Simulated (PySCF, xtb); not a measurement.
C5H12BFO2, SMILES COB(F)OC(C)(C)C. The values are those of a single conformer.

Harmonic wavenumbers (cm⁻¹) from xtb with GFN2-xTB at its own minimum, in rising order: 37, 51, 99, 117, 162, 178, 196, 226, 228, 284, 335, 374, 389, 453, 475, 540, 560, 725, 826, 948, 951, 955, 962, 1033, 1035, 1076, 1134, 1143, 1207, 1241, 1244, 1264, 1332, 1393, 1396, 1410, 1417, 1466, 1469, 1469, 1483, 1487, 1487, 1488, 1505, 2964, 2974, 2985, 3035, 3037, 3040, 3044, 3046, 3048, 3052, 3056, 3060.

### Question
What does B3LYP-D3(BJ)/def2-SVP (PySCF) give at its own minimum? (Estimate from the structure and the level; the computed values follow.)

### Answer
43, 53, 106, 129, 173, 209, 218, 274, 281, 304, 353, 391, 409, 473, 502, 562, 683, 732, 821, 923, 928, 960, 983, 1046, 1047, 1128, 1181, 1204, 1225, 1266, 1275, 1386, 1387, 1403, 1419, 1432, 1444, 1461, 1462, 1470, 1474, 1476, 1480, 1497, 1529, 3019, 3037, 3039, 3045, 3095, 3120, 3122, 3128, 3129, 3133, 3142, 3146. Paired by order, the mean absolute difference is 34 cm⁻¹ and the zero-point energies are 108.1 and 110.6 kcal/mol.
